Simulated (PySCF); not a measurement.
Job file and geometry (Å, from GFN2-xTB) of an NMR shielding run on SMILES [SiH3]N(BN[SiH2]N)[SiH3], BH12N3Si3, GIAO PBE0/pcSseg-1 NMR shielding, non-relativistic, gas phase in PySCF; density fitting, a coarse starting grid and PySCF grid level 2 are the driver's defaults:

```
$ OMP_NUM_THREADS=1 python probes_run.py task.json out

{"job": {"kind": "nmr", "xc": "PBE0", "basis": "pcSseg-1"}, "charge": 0, "multiplicity": 1}
N      3.518466     0.698921     0.504099
Si     2.621857    -0.337459    -0.549168
N      0.977855     0.033864    -0.160052
B     -0.190216    -0.601858    -0.609229
N     -1.501004    -0.153769    -0.249080
Si    -2.918241    -1.009555    -0.805324
Si    -1.713922     1.232899     0.790272
H      3.317066     0.661016     1.491229
H      4.515102     0.741574     0.369743
H      2.838548    -1.780592    -0.359892
H      3.000993     0.067720    -1.907759
H      0.857788     0.856296     0.411336
H     -0.062356    -1.540454    -1.301522
H     -2.519728    -2.037707    -1.760035
H     -3.812552    -0.040409    -1.448104
H     -3.582783    -1.621059     0.353097
H     -1.088855     0.980576     2.096685
H     -1.117568     2.424090     0.170387
H     -3.150252     1.435155     0.971021
```

Question: What does the program print?

Answer: 
```
coarse grid: 16584 points
cycle   1  E = -1064.1758886363  dE =  4.756e-01  |g| = 6.565e-01  |ddm| = 3.859e+00
cycle   2  E = -1064.0923783004  dE =  8.351e-02  |g| = 8.991e-01  |ddm| = 1.281e+00
cycle   3  E = -1064.2673866710  dE = -1.750e-01  |g| = 7.612e-02  |ddm| = 8.278e-01
cycle   4  E = -1064.2683846344  dE = -9.980e-04  |g| = 3.925e-02  |ddm| = 8.908e-02
cycle   5  E = -1064.2686914423  dE = -3.068e-04  |g| = 1.141e-02  |ddm| = 3.497e-02
cycle   6  E = -1064.2687184444  dE = -2.700e-05  |g| = 2.386e-03  |ddm| = 1.008e-02
cycle   7  E = -1064.2687197311  dE = -1.287e-06  |g| = 6.146e-04  |ddm| = 2.284e-03
final grid: 144432 points
cycle   8  E = -1064.2977898453  dE = -2.391e-05  |g| = 8.231e-03  |ddm| = 2.234e-02
cycle   9  E = -1064.2977753238  dE =  1.452e-05  |g| = 1.172e-02  |ddm| = 1.570e-02
cycle  10  E = -1064.2978040490  dE = -2.873e-05  |g| = 6.913e-04  |ddm| = 9.085e-03
cycle  11  E = -1064.2978041276  dE = -7.864e-08  |g| = 3.204e-04  |ddm| = 6.642e-04
cycle  12  E = -1064.2978041483  dE = -2.070e-08  |g| = 7.191e-05  |ddm| = 2.587e-04
cycle  13  E = -1064.2978041494  dE = -1.098e-09  |g| = 1.961e-05  |ddm| = 7.324e-05
cycle  14  E = -1064.2978041495  dE = -8.617e-11  |g| = 5.028e-06  |ddm| = 1.881e-05
converged SCF energy = -1064.2978041495

GIAO shielding tensors (ppm)
atom      isotropic    diamagn.    paramagn.     s11        s22        s33       span
  0 N      255.767     315.902     -60.135    215.175    259.930    292.198     77.023
  1 Si     380.439     880.049    -499.610    353.430    366.743    421.145     67.715
  2 N      174.021     328.922    -154.902    104.493    195.948    221.621    117.128
  3 B       70.473     197.791    -127.318     39.529     66.321    105.570     66.041
  4 N      215.707     331.517    -115.810    130.157    246.916    270.048    139.891
  5 Si     390.584     879.383    -488.798    335.701    374.713    461.339    125.637
  6 Si     411.027     881.927    -470.900    376.200    385.408    471.473     95.273
  7 H       31.493      32.107      -0.614     24.120     29.022     41.338     17.218
  8 H       31.615      27.239       4.376     24.257     26.581     44.008     19.751
  9 H       26.169      29.816      -3.646     22.601     24.808     31.099      8.498
 10 H       26.515      29.225      -2.710     23.250     24.617     31.678      8.428
 11 H       29.292      38.535      -9.243     22.037     31.529     34.310     12.273
 12 H       27.187      34.134      -6.947     23.794     27.889     29.876      6.082
 13 H       26.836      28.915      -2.079     23.428     25.803     31.277      7.849
 14 H       26.906      28.500      -1.593     23.280     25.231     32.208      8.929
 15 H       26.905      28.620      -1.715     23.252     24.996     32.466      9.214
 16 H       26.984      31.614      -4.631     23.677     25.301     31.973      8.297
 17 H       26.896      31.238      -4.342     23.577     25.166     31.945      8.368
 18 H       27.093      30.001      -2.908     23.388     26.265     31.625      8.237
```

Size and cost of the density-fitted run: 200 basis functions, 38 s wall time on 1 thread of an Arm Neoverse V1, shared host; peak memory 0.92 GiB.
